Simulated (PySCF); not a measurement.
N-(silylmethyl)propan-1-amine (C4H13NSi), SMILES C(NCCC)[SiH3].

The structure is a stationary point at PBE-D3(BJ)/def2-SVP. Other conformers were not sampled.

All values below come from CAM-B3LYP/def2-TZVP in PySCF.

Isolated molecule, no solvent.

```
Item                                                                                                            Value
---------------------------------------------------------------------------------------------  ----------------------
total energy                                                                                       -504.44851 hartree
highest occupied level                                                                                       -7.94 eV
lowest empty level                                                                                            1.52 eV
orbital gap                                                                                                   9.47 eV
dipole moment                                                                                                  1.24 D
quadrupole, principal values (traceless, Buckingham form, about the centre of nuclear charge)  -3.34, -0.27, 3.61 D·Å
```
